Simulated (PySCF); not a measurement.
Work out the structure from these simulated measurements.

Elements present: C, H, O and Si. Monoisotopic mass: 114.0501 u.

* Dipole: 1.16 D [wB97X-D/def2-SVPD]
* UV, first state: lowest singlet excitation: 5.46 eV (227 nm, f = 0.353) [TDDFT wB97X-D/def2-SVPD]
* Polarisability: 100.0 au [wB97X-D/def2-SVPD]
* 13C NMR: chemical shifts (computed TMS as zero) by class: 151.4 (1 C), 119.3 (1 C), 59.1 (1 C), 4.4 (1 C), -1.6 (1 C) ppm [GIAO CAM-B3LYP/pcSseg-1]
* 1H NMR: chemical shifts (computed TMS as zero) by class: 5.74 (1 H), 4.00 (1 H), 3.54 (3 H), 2.80 (1 H), 2.55 (1 H), 2.02 (1 H), 0.80 (1 H), 0.27 (1 H) ppm [GIAO CAM-B3LYP/pcSseg-1]
* NMR, other nuclei: isotropic shieldings of nuclei other than C and H, by class: 255 (1 O), 478 (1 Si) ppm [GIAO CAM-B3LYP/pcSseg-1]
* Triplet: lowest triplet excitation (Tamm–Dancoff): 3.84 eV [TDA wB97X-D/def2-SVPD]
* Valence photoelectron: vertical ionisation energy: 7.52 eV [ΔSCF wB97X-D/def2-SVPD]
* Rotational structure: rotational constants A, B, C: 6.179, 0.890, 0.869 GHz [PBE0-D3(BJ)/def2-SVP]

The electronic properties come from PySCF, for the isolated species, density fitting. Levels stand in brackets. The structure is a single PBE0-D3(BJ)/def2-SVP conformer in the gas phase; no vibrational or solvent corrections. NMR values are class means; diastereotopic atoms form classes of their own.

**Question.** Which formula fits the mass and the elements?

**Answer.** C5H10OSi (calculated 114.0501). No other formula that holds each of these elements comes within 0.0003 u with a fitting electron parity and a possible valence count.

**Question.** Propose a structure and show how it fits.

**Answer.** Numbering: `[CH3:1][O:2]/[CH:3]=[CH:4]\[C@@H:5]1[CH2:6][SiH2:7]1`. Its formula, C5H10OSi, gives 2 degrees of unsaturation: 1 ring and 1 π bond in the structure found. 5 carbons fall into 5 classes; from least to most shielded: vinylic carbon bearing oxygen [C3] (151.4 ppm), alkene CH carbon [C4] (119.3 ppm), methoxy carbon [C1] (59.1 ppm), ring sp3 carbon bound to silicon [C5] (4.4 ppm), ring sp3 carbon bound to silicon [C6] (-1.6 ppm). Hydrogen classes from least to most shielded: 1 H on a vinylic carbon bearing oxygen, C3 (5.74 ppm), 1 H on an alkene CH carbon, C4 (4.00 ppm), 3 H on a methoxy carbon, C1 (3.54 ppm), 1 H on an SiH2 silicon, Si7 (2.80 ppm), 1 H on an SiH2 silicon, Si7 (2.55 ppm), 1 H on an sp3 carbon bound to silicon, C5 (2.02 ppm), 1 H on an sp3 carbon bound to silicon, C6 (0.80 ppm), 1 H on an sp3 carbon bound to silicon, C6 (0.27 ppm). The other shieldings belong to: 255 ppm, ether oxygen [O2]; 478 ppm, SiH2 silicon [Si7]. The first electron is taken from the HOMO, whose largest Löwdin shares are 0.21 on the alkene CH carbon, 0.20 on the vinylic carbon bearing oxygen, 0.15 on the ether oxygen and 0.15 on an sp3 carbon bound to silicon. The optimised geometry has point group C1 and is an asymmetric top. Structure: `CO/C=C\[C@@H]1C[SiH2]1`. Computed isomers that give other values at the same levels: `C=C/C=C\CO[SiH3]` (13C chemical shifts (computed TMS as zero) by class: 146.9 (1 C), 142.9 (1 C), 135.8 (1 C), 127.9 (1 C), 66.1 (1 C) ppm); `C=CC[SiH2]OC=C` (rotational constant A: 4.198 GHz; this holds for the one conformer computed); `CC#C[Si@@H](O)CC` (13C chemical shifts (computed TMS as zero) by class: 112.7 (1 C), 86.9 (1 C), 10.0 (1 C), 6.9 (1 C), 4.3 (1 C) ppm). The assignments are read from this structure; whether some other isomer fits the data as well wasn't checked. The mirror image fits equally.

The values belong to the conformer `[CH3:1][O:2]/[CH:3]=[CH:4]\[C@@H:5]1[CH2:6][SiH2:7]1`: C1–O2–C3–C4 164°, C3–C4–C5–C6 -151°.
